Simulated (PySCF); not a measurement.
# Ar+: ionisation energy

Ar+ [Ne] 3s2 3p5 (2P) → Ar(2+) [Ne] 3s2 3p4 (3P), as a difference of total energies. Calculation: PySCF 2.14, in aug-cc-pCVQZ-DK (10s9p7d5f3g, 134 functions); the spin-free X2C one-electron Hamiltonian (Gaussian nucleus). Correlated levels: valence: [Ne] frozen; valence and next inner shell: 1s2 frozen; nothing frozen. The calculations carry no spin-orbit coupling.

Question: Order these methods by the ionisation energy they give, lowest first.
A. PBE
B. ROHF
C. M06-2X
D. MP2 (valence)

Answer: B (26.375 eV), D (27.488 eV), A (27.578 eV), C (27.608 eV).

A first-order spin-orbit estimate (lowest level to lowest level, LS coupling) adds -0.006 eV.

For comparison: 27.630 eV (measured; NIST Atomic Spectra Database, ionization energies).
